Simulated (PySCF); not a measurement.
**Radial density of S⁺ (sulfur, charge +1)**

BP86, [Ne] 3s2 3p3, high-spin 4S determinant. All numbers are calculated (PySCF 2.14, no relativity, point nucleus, in 6-31G* (4s3p1d, 18 functions)).

```json
{"r (bohr)": "0.00182", "4πr²ρ (e/bohr)": "0.1028", "4πr²(ρα − ρβ)": "0.0000"}
{"r (bohr)": "0.00306", "4πr²ρ (e/bohr)": "0.2838", "4πr²(ρα − ρβ)": "0.0000"}
{"r (bohr)": "0.00515", "4πr²ρ (e/bohr)": "0.7565", "4πr²(ρα − ρβ)": "0.0001"}
{"r (bohr)": "0.00866", "4πr²ρ (e/bohr)": "1.903", "4πr²(ρα − ρβ)": "0.0002"}
{"r (bohr)": "0.0146", "4πr²ρ (e/bohr)": "4.472", "4πr²(ρα − ρβ)": "0.0005"}
{"r (bohr)": "0.0245", "4πr²ρ (e/bohr)": "9.209", "4πr²(ρα − ρβ)": "0.0017"}
{"r (bohr)": "0.0412", "4πr²ρ (e/bohr)": "15.42", "4πr²(ρα − ρβ)": "0.0075"}
{"r (bohr)": "0.0693", "4πr²ρ (e/bohr)": "18.31", "4πr²(ρα − ρβ)": "0.0340"}
{"r (bohr)": "0.117", "4πr²ρ (e/bohr)": "14.14", "4πr²(ρα − ρβ)": "0.1296"}
{"r (bohr)": "0.196", "4πr²ρ (e/bohr)": "12.64", "4πr²(ρα − ρβ)": "0.3163"}
{"r (bohr)": "0.330", "4πr²ρ (e/bohr)": "17.65", "4πr²(ρα − ρβ)": "0.3260"}
{"r (bohr)": "0.555", "4πr²ρ (e/bohr)": "10.68", "4πr²(ρα − ρβ)": "0.0057"}
{"r (bohr)": "0.933", "4πr²ρ (e/bohr)": "2.978", "4πr²(ρα − ρβ)": "0.7413"}
{"r (bohr)": "1.57", "4πr²ρ (e/bohr)": "3.267", "4πr²(ρα − ρβ)": "1.8488"}
{"r (bohr)": "2.64", "4πr²ρ (e/bohr)": "1.005", "4πr²(ρα − ρβ)": "0.6968"}
{"r (bohr)": "4.44", "4πr²ρ (e/bohr)": "0.04465", "4πr²(ρα − ρβ)": "0.0372"}
{"r (bohr)": "7.47", "4πr²ρ (e/bohr)": "5.587e-05", "4πr²(ρα − ρβ)": "0.0001"}
```
